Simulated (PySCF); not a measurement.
Species: C₅H₈O₄Si.
Atom-mapped SMILES: `[CH2:1]=[CH:2][C@@H:3]1[O:4][C:5](=[O:6])[O:7][C@@H:8]1[O:9][SiH3:10]`

Cartesian coordinates in Å at the GFN2-xTB level; atoms count from 1:
```xyz
18
C5H8O4Si angstrom
C      1.841   -1.440    0.186
C      1.464   -0.617   -0.772
C      0.997    0.789   -0.540
O      1.116    1.191    0.813
C     -0.036    1.691    1.268
O     -0.208    2.110    2.361
O     -0.984    1.672    0.301
C     -0.532    0.955   -0.821
O     -1.169   -0.240   -0.952
Si    -2.043   -1.001    0.217
H      1.861   -1.132    1.218
H      2.159   -2.443   -0.031
H      1.444   -0.911   -1.811
H      1.578    1.489   -1.157
H     -0.730    1.557   -1.718
H     -3.242   -0.233    0.535
H     -2.279   -2.221   -0.535
H     -1.244   -1.210    1.426
```

NICS = −σ at a ghost point: NICS(0) at the centroid of the ring atoms, NICS(1) 1 Å to either side along the normal of their mean plane, zz for the tensor component along that normal. Level: GIAO PBE0/pcSseg-1 (PySCF, non-relativistic, gas phase) on the GFN2-xTB geometry, one conformer.

Ring bond lengths (Å), with Mayer bond orders in brackets: C3–O4 1.417 (0.86), O4–C5 1.335 (1.08), C5–O7 1.355 (1.01), O7–C8 1.407 (0.90), C8–C3 1.563 (0.96).

Task: Give the NICS values of each ring in ppm.

Result: 
```json
{"ring": "C3–O4–C5–O7–C8", "type": "5-membered ring with 2 O; formal bonds all single", "NICS(0)": "-7.5", "NICS(1), two faces": "-3.0 / -3.2", "NICS(1)zz, two faces": "-6.2 / -3.9", "rms pucker (Å)": "0.05", "centre to ring atoms, mean (Å)": "1.20"}
```

Task: What can be read from them?

Result: 
- C3–O4–C5–O7–C8: mean NICS(1)zz -5.0 ppm, shielded. C3, C8 have four or more neighbours, and the NICS criterion for π rings isn't applied.

Task: At the first NICS(1) probe listed for ring C3–O4–C5–O7–C8, 1 Å off the ring, how large is the induced field along the normal in 9.4 T applied along it?

Result: NICSzz × B0 = -6.2 ppm × 9.4 T = -58 μT, against the applied field.

The run took 43 s of wall time on an Arm Neoverse V2 with one thread, shared host, and the process peaked at 1.0 GiB of memory. This is the whole shielding run at PBE0/pcSseg-1, SCF included.
